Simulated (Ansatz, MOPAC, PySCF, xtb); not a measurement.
Complex: CH4O (SMILES CO) (first 6 atoms) with H4OSi (SMILES O[SiH3]); geometry from B3LYP-D3(BJ)/def2-TZVP, rigid monomers moved along the line of their centres of mass till O2···H9 is 2.06 Å.
(charge 0, multiplicity 1):
```xyz
12

C     -0.0629     0.0915     0.1839
O     -0.9976     0.3478     1.2362
H     -0.1007    -0.9507    -0.1428
H      0.9253     0.2959     0.5903
H     -0.2389     0.7514    -0.6690
H     -1.8898     0.1680     0.9225
O      0.0340    -1.0841     3.6955
Si     1.1285    -0.2899     4.6245
H     -0.3869    -0.5932     2.9658
H      2.2187     0.3070     3.8059
H      1.7110    -1.2839     5.5516
H      0.5156     0.8093     5.4144
```

Monomers are frozen at their geometry in the pair; levels with a basis set take the counterpoise correction. Rows marked so take none.

Frozen-core correlation. Rows in 3-21G, 6-31G* carry no dispersion term and start afresh at each structure (6-31G* with six Cartesian d functions). The state that PM3 reach isn't checked.

Run with Ansatz (Gaussian orbitals); MOPAC for PM3 (differences of heats of formation); PySCF for 3-21G rows, 6-31G* rows, the dispersion terms; xtb for the GFN methods. Values without a source in brackets are computed.

```tsv
level	interaction energy (kJ/mol)
PM3	-3.2
GFN2-xTB	-22.8
BP86/6-31G* (no counterpoise)	-33.0
B3LYP/3-21G (no counterpoise)	-55.8
B3LYP/6-31G* (no counterpoise)	-35.2
B3LYP-D3(BJ)/def2-TZVPPD	-29.3
M06-2X/6-31G* (no counterpoise)	-36.7
SCS-MP2/aug-cc-pV(D+d)Z	-24.6
CCSD(T)/aug-cc-pV(D+d)Z	?
```

**Question.** What belongs in the gaps?

**Answer.** 
- CCSD(T)/aug-cc-pV(D+d)Z, interaction energy (kJ/mol): -26.5

Ansatz is a program for electronic structure.
